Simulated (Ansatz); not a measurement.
Ansatz (an electronic-structure program) input:

Ansatz 0.2 input:
```yaml
crystal:
  periodic: [false, false, false]
  atoms:
    - {symbol: C, position_ang: [-1.15705442, 0.06657306, -0.33124064]}
    - {symbol: F, position_ang: [-1.77104671, -0.89282461, -1.01327354]}
    - {symbol: F, position_ang: [-1.64448892, 0.17430921, 0.89059999]}
    - {symbol: C, position_ang: [0.31696653, 0.10632417, -0.49266213]}
    - {symbol: Cl, position_ang: [1.10543096, -1.31862199, 0.31483041]}
    - {symbol: Cl, position_ang: [0.96583694, 1.63616171, 0.13174369]}
    - {symbol: H, position_ang: [0.56879397, 0.03108005, -1.54428130]}
basis:
  gaussian:
    orbitals: def2-TZVP
hamiltonian:
  xc: b3lyp
  dispersion: d3bj
magnetization: {spin_polarized: true, initial_magnetization: 1}
phonons: {temperatures: {t_min: 298.15, t_max: 298.15, t_step: 100}}
```

### Question
Which total energy does the run end on?

### Answer
-1197.01318 Eh (B3LYP-D3(BJ)/def2-TZVP). The basis has 204 functions.

It need not be the lowest isomer of its formula.
